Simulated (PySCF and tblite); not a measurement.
Values are calculated unless marked as measured or tabulated.
C₅H₁₀OS, numbered as in [O:1]=[S:2]1[CH2:3][CH2:4][CH2:5][CH2:6][CH2:7]1.

Search: ETKDG and KDG, MMFF94s, GFN2-xTB, 90 starts; geometries at PBE0-D3(BJ)/def2-SVP. Weights use PBE0-D3(BJ)/def2-TZVP energies plus GFN2-xTB zero-point and thermal terms (modes under about 100 cm⁻¹ blended into free rotors). Symmetry numbers and mirror images are counted. Conformers within 4 kcal/mol (GFN2-xTB free energy) were kept, 5 at most. (PySCF 2.14, tblite 0.8.)

Rotational constants are equilibrium values for the commonest isotopes; dipoles come from the energy level named.

The 6-ring runs over atoms 2–3–4–5–6–7. Of a mirror pair one member is shown.

| conformer | shape | symmetry |
| --- | --- | --- |
| 1 | 6-ring chair (O1 axial) | Cs |
| 2 | 6-ring chair (all substituents equatorial) | Cs |
| 3 | 6-ring twist-boat (ring torsions -68, 37, 34, -74, 38, 26°) | C1 (pair) |

**Question.** Give the rotational constants and dipole components, as needed to look for these species in a jet-cooled rotational spectrum.

**Answer.** 
| conformer | A (MHz) | B (MHz) | C (MHz) | abs μa (D) | abs μb (D) | abs μc (D) | κ | Ic−Ia−Ib (u Å²) |
| --- | --- | --- | --- | --- | --- | --- | --- | --- |
| 1 | 3185 | 2188 | 1736 | 2.66 | 0.00 | 2.77 | -0.38 | -98.5 |
| 2 | 3926 | 1848 | 1398 | 4.61 | 0.00 | 0.32 | -0.64 | -40.6 |
| 3 | 3628 | 1947 | 1551 | 3.90 | 0.43 | 1.65 | -0.62 | -73.0 |
